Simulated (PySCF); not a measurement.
## Working out the ionisation energy of Ho

Ho [Xe] 4f11 6s2 (high-spin determinant) → Ho⁺ [Xe] 4f11 6s1 (high-spin determinant). Calculation: PySCF 2.14, in x2c-TZVPPall with one added diffuse shell each of s, p, d, f type (12s8p8d5f2g, 129 functions); the spin-free X2C one-electron Hamiltonian (Gaussian nucleus). Frozen: [Ar] 3d10. Energies in hartree (1 hartree = 27.21139 eV):

| part | Ho (lower) | Ho⁺ (upper) |
| --- | --- | --- |
| UHF | -12611.317826 | -12611.136650 |
| MP2 opposite-spin | -0.988684 | -0.958993 |
| MP2 same-spin | -0.605644 | -0.596947 |

Question: What does Hartree-Fock give?

Answer: (-12611.136650) − (-12611.317826) = 0.181176 hartree = 4.930 eV.

Question: What do MP2 and SCS-MP2 (6/5 opposite-spin, 1/3 same-spin) give?

Answer: The opposite-spin parts differ by 0.808 eV and the same-spin parts by 0.237 eV. MP2: 4.930 + (0.808) + (0.237) = 5.975 eV. SCS-MP2: 4.930 + 1.2 × (0.808) + (0.237)/3 = 5.979 eV.

A first-order spin-orbit estimate adds 0.000 eV to MP2 (valence and next inner shell), giving 5.975 eV against 6.021 eV (measured; NIST Atomic Spectra Database, ionization energies).

One determinant mixes LS terms, so it does not stand for a single term.

What remains against the reference includes basis incompleteness, the frozen core and correlation beyond second order.
